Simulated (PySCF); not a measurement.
## Polarisability and C₆ of Bi²⁺ (bismuth, charge +2)

[Xe] 4f14 5d10 6s1 6p2, high-spin 4P determinant (an excited configuration). All numbers are calculated (PySCF 2.14, a scalar-relativistic core potential, in def2-QZVPPD with the def2 core potential (60 electrons) (8s6p5d4f1g, 88 functions)). Coupled (time-dependent) response in atomic units; α is the mean over directions.

| method | mean α (bohr³) | α xx, yy, zz | C₆ (like pair) | S(−4) |
| --- | --- | --- | --- | --- |
| UHF | 16.74 | 16.11, 17.05, 17.05 | 124.2 | 69.82 |
| PBE | 16.95 | 15.54, 17.65, 17.65 | 126.5 | 73.43 |
| PBE0 | 16.71 | 15.53, 17.31, 17.31 | 124.4 | 70.42 |
| TPSS | 16.94 | 15.60, 17.60, 17.60 | 127.2 | 72.14 |

S(−4) is the Cauchy moment in α(ω) = α(0) + S(−4) ω² + …

Spin-orbit coupling is absent.

α(iu) at PBE0:

| u (hartree) | α(iu) (bohr³) |
| --- | --- |
| 0 | 16.71 |
| 0.0500 | 16.54 |
| 0.100 | 16.05 |
| 0.200 | 14.39 |
| 0.300 | 12.40 |
| 0.500 | 8.990 |
| 0.750 | 6.337 |
| 1.00 | 4.799 |
| 1.50 | 3.156 |
| 2.00 | 2.285 |
| 3.00 | 1.371 |
| 5.00 | 0.6428 |

A single London oscillator, α(iu) = α/(1 + u²/ω²), gives C₆ = (3/4) ω α². Matching the computed C₆ needs ω = 4 × 124.4 / (3 × 16.71²) = 0.594 hartree.

For an ion, C₆ is the dispersion term alone; charge-induced terms of lower order in 1/R come first.

The components differ because the open shell of this determinant is not spherical; for a pure term their mean is the scalar polarisability.

Energies and moments cover only the electrons outside the core potential. Spin-orbit coupling is strong in this species (close to jj coupling), so the high-spin LS determinant is a model state, not a physical level.
